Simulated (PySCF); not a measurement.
# Ge¹²⁺ (germanium, charge +12) across methods

[Ar] 3d2, high-spin 3F determinant. All numbers are calculated (PySCF 2.14, the non-relativistic Hamiltonian (point nucleus), in an uncontracted even-tempered set (17 s from 0.81 bohr⁻², ratio 2.5; 11 p from 1.1 bohr⁻², ratio 2.5; 8 d from 1.1 bohr⁻², ratio 2.5; 4 f from 3.7 bohr⁻², ratio 2.7; 4 g from 5.6 bohr⁻², ratio 2.7)).

```csv
method,E (hartree),mean ε 3p α (eV),mean ε 3p β (eV),mean ε 3d α (eV),Σ⟨r²⟩ (bohr²),⟨S²⟩
r2SCAN,-2013.933,-431.90,-427.16,-350.61,4.066,2.000
UHF,-2013.00674,-453.31,-443.75,-369.85,4.070,2.001
r2SCANh,-2013.933,-434.15,-428.97,-352.64,4.066,2.000
LDA,-2010.611,-429.31,-425.29,-348.26,4.073,2.000
PW91,-2014.011,-429.68,-425.65,-348.95,4.068,2.000
PBE0,-2013.690,-435.84,-430.52,-354.24,4.068,2.000
```

Estimate the same row for PBE.

E (hartree) = -2013.611; mean ε 3p α (eV) = -429.50; mean ε 3p β (eV) = -425.46; mean ε 3d α (eV) = -348.66; Σ⟨r²⟩ (bohr²) = 4.069; ⟨S²⟩ = 2.000.
